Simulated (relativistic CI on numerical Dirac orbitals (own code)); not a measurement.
**Hyperfine structure of Bi76+, mass number 207**

Method of calculation: Dirac-Coulomb-Breit CI, orbitals from a KLI potential per configuration, model QED (radiative potential, 1s self-energy scaled to tabulated hydrogen-like ionisation energies), unscaled Slater integrals (own radial code, finite nucleus).

CI space (outside the closed core 1s2): 2s2.2p3, 2s.2p4, 2p5, 2s2.2p2.3s, 2p4.3s, 2p4.3p, 2s2.2p2.3p, 2p4.3d, 2s2.2p2.3d, 2s.2p3.3s, 2s.2p3.3p, 2s.2p3.3d, 2s2.2p2.4s, 2s2.2p2.4p, 2s2.2p2.4d, 2s2.2p2.4f. Levels of other configurations are missing.

Nuclear spin I = 9/2, μ = 4.0729 μN, Q = -0.76 b (tables of Stone and Pyykkö). The electronic factors are computed for point nuclear moments, without core polarisation or the Bohr-Weisskopf and QED corrections.

```
          Level   E (eV)  A (GHz)  B (GHz)
2s2.2p3 2D°_5/2  2412.35     3344     3.69
2s2.2p3 2P°_1/2  2477.04    12250         
  2s.2p4 4P_5/2  2809.22     8361     -168
  2s.2p4 2S_1/2  2935.49    37360         
  2s.2p4 2P_3/2  2936.83    -6144      136
2s2.2p3 2P°_3/2  4873.60     1128     1910
  2s.2p4 4P_3/2  5232.77     8506     1460
  2s.2p4 2D_5/2  5276.34    10610     2040
```

Levels with J = 0, under 50 % of one LS term, or S terms without an open s electron are left out. Small factors come from cancelling terms and can be off by tens of per cent or more.

At this charge energies of transitions that change n are usually good to better than 1 %, and those within a shell (Δn = 0) to a few per cent.

Problem. Give the hyperfine levels of 2s2.2p3 2P°_1/2 relative to its centre of gravity.

Solution. With K = F(F + 1) − I(I + 1) − J(J + 1), E = AK/2: F = 4: -33700, F = 5: 27570 GHz.

LS names give the leading component of a level, which can be under half, so a name can repeat, a term be missing and a line seem to break the LS rules.
